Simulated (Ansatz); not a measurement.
A nudged elastic band was laid between two geometries of ClF2H3NOTa + ClH (11 atoms, charge 0, multiplicity 1).

Method: RKS PBE/def2-SVP in Ansatz.

- movable images: 7
- climbing image: yes
- spring: 5.0 eV/Å²
- optimiser: quadratic models (default)
- start path: through a guess of the saddle point
- force threshold: 0.05 eV/Å
- iteration limit: 60
- end points: relaxed

Image 0:

```xyz
11
Properties=species:S:1:pos:R:3
Ta -0.082 -0.143 0.008
O 1.759 0.009 0.608
H 2.099 -0.259 1.483
Cl -0.710 -0.964 2.138
F 0.387 0.635 -1.652
N -1.255 1.406 0.307
H -1.759 1.608 1.176
H -1.325 2.180 -0.364
F -0.812 -1.664 -0.848
Cl 2.595 3.055 0.352
H 2.432 1.750 0.383
```

Image 8:

```xyz
11
Properties=species:S:1:pos:R:3
Ta 0.143 0.736 0.224
O 2.304 -0.156 0.334
H 2.416 -1.101 0.555
Cl -0.268 0.213 2.502
F 0.340 1.125 -1.623
N -1.664 1.492 0.095
H -2.339 1.560 0.863
H -2.045 1.882 -0.775
F -0.021 -1.117 -0.220
Cl 1.508 2.606 0.800
H 2.956 0.373 0.837
```

Task: What changes between the two ends?

Result: Bonds broken: Cl10–H11. Bonds formed: Ta1–Cl10, O2–H11. ClF2H3NOTa + ClH becomes Cl2F2H4NOTa.

Task: What energy profile does the band end with?

Result: It converged. The highest image is number 3 of 0 to 8, 15.4 kJ/mol above the first end and 88.5 kJ/mol above the last; the last end lies 73.0 kJ/mol below the first. A vibrational analysis at the climbing image gives one clearly imaginary mode, 73i cm⁻¹: a first-order saddle point. The orbitals stay closed-shell, which can raise the energy where a bond breaks towards radicals; this wasn't checked here.

| image | path coordinate (Å) | energy (kJ/mol) | Cl10–H11 (Å) | Ta1–Cl10 (Å) | O2–H11 (Å) |
| --- | --- | --- | --- | --- | --- |
| 0 | 0.00 | 0.0 | 1.32 | 4.18 | 1.88 |
| 1 | 0.70 | 1.0 | 1.32 | 4.09 | 1.87 |
| 2 | 1.40 | 8.4 | 1.32 | 3.67 | 1.81 |
| 3 | 2.10 | 15.4 | 1.35 | 3.08 | 1.65 |
| 4 | 2.59 | -2.0 | 1.62 | 2.77 | 1.19 |
| 5 | 3.08 | -48.3 | 1.98 | 2.51 | 1.01 |
| 6 | 3.56 | -64.8 | 2.23 | 2.43 | 0.99 |
| 7 | 4.05 | -71.2 | 2.43 | 2.40 | 0.98 |
| 8 | 4.54 | -73.0 | 2.66 | 2.39 | 0.98 |

Task: What is the geometry of the highest image?

Result: 
```xyz
11
Properties=species:S:1:pos:R:3
Ta 0.096 0.157 0.027
O 2.031 -0.205 0.397
H 2.383 -0.811 1.076
Cl -0.326 -0.300 2.318
F 0.498 0.904 -1.665
N -1.406 1.449 0.155
H -1.846 1.776 1.021
H -1.626 2.089 -0.618
F -0.624 -1.437 -0.643
Cl 1.790 2.607 0.818
H 2.359 1.382 0.705
```

Task: What are the harmonic wavenumbers there?

Result: 73i, 60, 87, 94, 133, 145, 189, 198, 234, 253, 321, 348, 357, 505, 540, 565, 608, 641, 663, 679, 685, 773, 1447, 2205, 3446, 3556, 3743 cm⁻¹.

The run took 4.5 min on 4 threads of Arm Neoverse V2 (shared host), peak memory 0.23 GiB.
